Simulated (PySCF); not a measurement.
A GIAO shielding run with PySCF 2.14.0 with density-fitted response routines (density fitting, non-relativistic, gas phase) on SMILES CCC[C@H]1COC1=O, C6H10O2:

```
{"job": {"kind": "nmr", "xc": "PBE0", "basis": "pcSseg-1"}, "charge": 0, "multiplicity": 1}
C      2.639531    -0.182673    -0.075176
C      1.200578    -0.677533    -0.150658
C      0.220644     0.486757    -0.289705
C     -1.222925     0.010148    -0.365737
C     -1.900612    -0.437332     0.940836
O     -2.849819     0.639244     0.827439
C     -2.286640     1.098385    -0.318723
O     -2.581339     2.041255    -0.977429
H      3.325881    -1.018400     0.034920
H      2.901655     0.361552    -0.979397
H      2.770118     0.483552     0.774557
H      0.962049    -1.247746     0.750140
H      1.090277    -1.348545    -1.005313
H      0.444288     1.051070    -1.197328
H      0.335399     1.165450     0.558925
H     -1.355904    -0.682717    -1.198133
H     -2.401272    -1.405557     0.927227
H     -1.300668    -0.330594     1.845206
```

Hardware: 1 thread of an x86-64 server CPU, shared host. The job also computes population analyses, field gradients, ring-centre shieldings.

**Question.** How large is the calculation?

**Answer.** 62 electrons, 186 basis functions and 960 auxiliary functions.

**Question.** How long does it take?

**Answer.** 32 s of wall time, with 14 SCF cycles and 5 response iterations. Times on a shared host scatter by some tens of per cent.
